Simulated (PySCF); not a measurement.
**Correlation energy of I³⁺ (iodine, charge +3)**

[Kr] 4d10 5s2 5p2, high-spin 3P determinant. Computed with PySCF 2.14 in x2c-SVPall (6s5p3d, 36 functions), with the spin-free X2C one-electron Hamiltonian (Gaussian nucleus). Frozen: [Kr] 4d10; 4 electrons correlated.

MP2 pair energies summed by pair of shells (mhartree):

```csv
pair,energy,share (%)
5s-5p,-20.23,60.5
5s-5s,-10.06,30.1
5p-5p,-3.16,9.4
```

Total MP2 correlation energy: -33.46 mhartree.

Same-spin part -5.10 and opposite-spin part -28.35 mhartree; SCS-MP2 scales them by 1/3 and 6/5 to -35.72 mhartree.

```tsv
level	correlation energy (mhartree)
CCSD	-46.64
(T)	-0.33
CCSD(T)	-46.97
```

Diagnostics: T1 = 0.0055, D1 = 0.0141, largest double amplitude 0.093.

Q: Is a single reference adequate?

A: Mostly. T1 lies below 0.03, but a double amplitude of this size points to a near-degeneracy that CCSD handles and MP2 describes poorly.
